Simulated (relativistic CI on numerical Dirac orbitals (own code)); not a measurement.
## Re²⁵⁺: q coefficients and field-shift factors

These numbers are calculated, not measured: Dirac-Coulomb-Breit CI, KLI orbitals optimised for each configuration, derivatives by finite differences, unscaled Slater integrals, QED left out (own radial code, finite nucleus).

Configurations in the expansion (outside the closed core [Ar] 3d10 4p6 4d10): 4s2.4f4, 4s2.4f3.5s, 4s2.4f2.5s2, 4s2.4f3.5p, 4s2.4f2.5s.5p, 4s.4f3.5s2. Levels of other configurations are missing.

With x = (α/α₀)² − 1 an excitation energy changes as ω = ω₀ + qx; K = 2q/ω₀ is the relative enhancement. Terms are leading LS components, so labels can repeat. The field-shift factor is F = δν/δ⟨r²⟩ for the transition from the lowest level.

Lowest level 4s2.4f4 5I_4.

| Level | ω₀ (cm⁻¹) | q (cm⁻¹) | K | F (GHz/fm²) |
| --- | --- | --- | --- | --- |
| 4s2.4f4 5I_5 | 15222.8 | 18840 | 2.47 | 0.836 |
| 4s2.4f4 5I_6 | 28285.7 | 30040 | 2.12 | 1.38 |
| 4s2.4f4 5I_7 | 38892.6 | 34110 | 1.75 | 1.64 |
| 4s2.4f4 5F_2 | 40418.1 | -4038 | -0.2 | 0.232 |
| 4s2.4f4 5F_1 | 45907.0 | 15640 | 0.681 | 1 |
| 4s2.4f4 5I_8 | 47680.7 | 34120 | 1.43 | 1.73 |
| 4s2.4f4 3G_4 | 48493.0 | 6285 | 0.259 | 0.696 |
| 4s2.4f4 5F_3 | 53467.4 | 18300 | 0.685 | 1.18 |
| 4s2.4f4 5G_2 | 58351.1 | 15490 | 0.531 | 1.12 |
| 4s2.4f4 5S_2 | 59129.3 | 21080 | 0.713 | 1.33 |
| 4s2.4f4 3K_6 | 61215.8 | 27960 | 0.914 | 1.62 |
| 4s2.4f4 5G_3 | 61253.9 | 14490 | 0.473 | 1.11 |
| 4s2.4f4 3L_7 | 65563.1 | 29140 | 0.889 | 1.71 |

At this charge energies of transitions that change n are usually good to better than 1 %, and those within a shell (Δn = 0) to a few per cent. Terms inside the open d or f shell come out 10 to 20 % too wide with unscaled integrals.
